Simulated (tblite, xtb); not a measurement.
C$_{2}$H$_{7}$S, charge +1, singlet, geometry from GFN2-xTB. Base run: GFN1-xTB (xtb 6.7.1).

The xtb input:
```
$ xtb mol.xyz --gfn 1 --chrg 1 --json

# file mol.xyz
10

C     -1.40724628     0.48438068    -0.17995981
S      0.00557886    -0.56253485     0.26851975
C      1.39601743     0.52355552    -0.15613213
H     -1.27918534     0.91342881    -1.16889909
H     -2.30637026    -0.12588924    -0.14650803
H     -1.48951780     1.27196174     0.56526984
H      0.02562393    -1.30724382    -0.86536194
H      1.27284396     0.94909271    -1.14720689
H      2.31114405    -0.06136075    -0.10725925
H      1.44357288     1.31295087     0.59020105
```

Programs used: tblite, xtb; a row that names a program was run with it.

Each row names what was changed in the base input (with any setting that the change needs).

```
change                                                         ΔE vs base (mEh)  HOMO-LUMO gap (eV)  G_solv (kcal/mol)  SCF cycles
-------------------------------------------------------------  ----------------  ------------------  -----------------  ----------
base                                                                      0.000                6.82                  -           9
program = tblite; method = gfn1; option = (--alpb, water)               -87.996                   -                  -           -
gbsa = chcl3                                                                  ?                6.80                  ?           9
program = tblite; method = gfn1; option = (--etemp, 2000)                 0.000                   -                  -           -
etemp = 1000                                                              0.000                6.82                  -           9
alpb = chcl3                                                            -78.784                6.80             -49.57           9
program = tblite; method = gfn1; option = (--efield, 0,0,0.1)                 ?                   -                  -           -
alpb = dmso                                                             -89.138                6.78             -56.31           9
acc = 30                                                                  0.000                6.82                  -           7
```

Task: Fill in the missing entries.

Result: 
- gbsa = chcl3, ΔE vs base (mEh): -85.649
- gbsa = chcl3, G_solv (kcal/mol): -53.97
- program = tblite; method = gfn1; option = (--efield, 0,0,0.1), ΔE vs base (mEh): 1.095

ALPB and GBSA are two models with their own fitted parameters for each solvent, which aren't always the measured dielectric constant.
